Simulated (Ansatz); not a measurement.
Si₄Se₄⁺. Total charge 1; doublet. Geometry PBE-D4/def2-SVP; atoms count from 1.

```xyz
8

Si    0.0153    2.4377   -1.8466
Si   -0.8829    0.4001    0.3457
Si    2.4609   -0.9995   -0.7695
Si   -0.9565   -1.8624    0.5678
Se   -1.1359   -0.4588    2.4644
Se    1.2402   -2.6781    0.1329
Se    1.2846    1.1413   -0.0912
Se   -2.0259    2.0196   -0.8036
```

Another isomer (doublet) lies 0.73 eV lower at PBE0-D4/def2-TZVP; other spin states weren't run for this one.

Question: Estimate the Mulliken populations from the PBE0/def2-TZVP orbitals of Ansatz.

Answer: 
```tsv
atom	charge (e)	spin (α − β)
Si1	0.33	0.03
Si2	0.31	0.08
Si3	0.32	0.06
Si4	0.18	0.54
Se5	-0.03	0.19
Se6	-0.05	0.08
Se7	-0.04	0.03
Se8	-0.02	-0.01
```
Mulliken values depend strongly on the basis.

Question: Where does the spin sit?

Answer: Summed by element: Si 0.71, Se 0.29, of 1 unpaired in all. Largest on single atoms: Si4 0.54, Se5 0.19, Se6 0.08.

Question: And the Mayer bond orders between heavy atoms (over 0.3)?

Answer: Si1–Se7 0.83 (2.52 Å); Si1–Se8 1.34 (2.33 Å); Si2–Si4 0.94 (2.27 Å); Si2–Se5 1.14 (2.30 Å); Si2–Se7 0.91 (2.33 Å); Si2–Se8 1.04 (2.29 Å); Si3–Se6 1.47 (2.26 Å); Si3–Se7 0.78 (2.54 Å); Si4–Se5 1.15 (2.37 Å); Si4–Se6 0.94 (2.38 Å).
